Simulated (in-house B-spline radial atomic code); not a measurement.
Configurations of Sn III (Sn2+), with energies counted from [Kr] 4d10 5s2. Method: scalar-relativistic (X2C) B97-1, spin-polarised, spherical fractional occupations, Fermi nucleus of rms radius 4.6519 fm. Calculated with a B-spline radial code for spherical atoms. Caution: exact exchange at fractional occupations of open shells leaves self-interaction of up to several eV. Shells without spins written out take the highest spin.

Occupations are held fixed; configurations that lie above the ionisation limit could autoionise.

| configuration | E - E(ref) (eV) | highest orbital | its <r> (bohr) |
| --- | --- | --- | --- |
| [Kr] 4d10 5s1 5p1 | 8.2266 | 5p up | 2.644 |
| [Kr] 4d10 5s1 5d1 | 18.229 | 5d up | 3.981 |
| [Kr] 4d9 5s2 6p1 | 42.448 | 6p up | 5.542 |
| [Kr] 4d(5 up, 4 down) 4f(0 up, 1 down) 5s2 | 45.261 | 4f down | 5.247 |
| [Ar] 3d10 4s2 4p5 4d10 5s2 5p1 | 96.183 | 5p up | 2.537 |
| [Ar] 3d10 4s2 4p(2 up, 3 down) 4d10 5s2 6p(0 up, 1 down) | 109.05 | 6p down | 5.531 |
| [Ar] 3d9 4s2 4p6 4d10 5s2 6d1 | 512.2 | 6d up | 7.34 |

(1) Order these further configurations by energy, lowest first.
A. [Ar] 3d9 4s2 4p6 4d10 5s2 5d1
B. [Kr] 4d10 4f1 5s1
C. [Ar] 3d(4 up, 5 down) 4s2 4p6 4d10 5s2 6s(1 up, 0 down)
D. [Kr] 4d9 5s2 5f1
E. [Kr] 4d9 5s2 6s1

(2) How far above the reference does [Ar] 3d9 4s2 4p6 4d10 5s2 6f1 lie?

(3) How far above the reference does [Kr] 4d(4 up, 5 down) 5s2 5d(1 up, 0 down) lie?

## Answers

(1) B (22.788 eV), E (39.661 eV), D (47.626 eV), C (506.1 eV), A (506.79 eV).

(2) 515.76 eV; its least bound orbital is 6f up with <r> = 13.51 bohr.

(3) 40.446 eV; its least bound orbital is 5d up with <r> = 3.821 bohr.
